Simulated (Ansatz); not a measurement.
Ti(OH)2Cl2 (TiCl₂O₂H₂), relaxed as a singlet with RKS r2SCAN-D4/def2-SVP in Ansatz, starting from the GFN2-xTB geometry. Force threshold 0.02 eV/Å.

Start:

```xyz
7

Ti   -0.183   -0.090    0.019
O     1.163   -1.018   -0.366
H     1.950   -1.481   -0.658
O    -0.156    1.542    0.415
H    -0.008    2.465    0.629
Cl   -1.231   -1.102    1.588
Cl   -1.536   -0.316   -1.626
```

(1) Estimate the energy that the relaxation releases and the steps that it takes.

(2) Does the start keep its bonding?

(3) Predict the relaxed structure.

## Answers

(1) 0.48 eV, in 18 steps; 50 s on 4 threads of Arm Neoverse V2 on a shared host. No frequencies were taken in this run, so the end may be a saddle point.

(2) By distances, no bond broke or formed. The bond that changes most is Ti1–O4, from 1.68 to 1.77 Å (atoms count from 1).

(3) 
```xyz
7

Ti   -0.3656   -0.0997    0.0154
O     1.2748   -0.6390   -0.2997
H     1.7743   -1.4219   -0.5636
O    -0.3197    1.6106    0.4495
H     0.4175    2.2309    0.5283
Cl   -1.2047   -1.2865    1.6737
Cl   -1.5767   -0.3943   -1.8036
```
Bond lengths: 2 × O–Ti 1.76 to 1.77 Å; 2 × Cl–Ti 2.21 Å; 2 × H–O 0.97 Å.
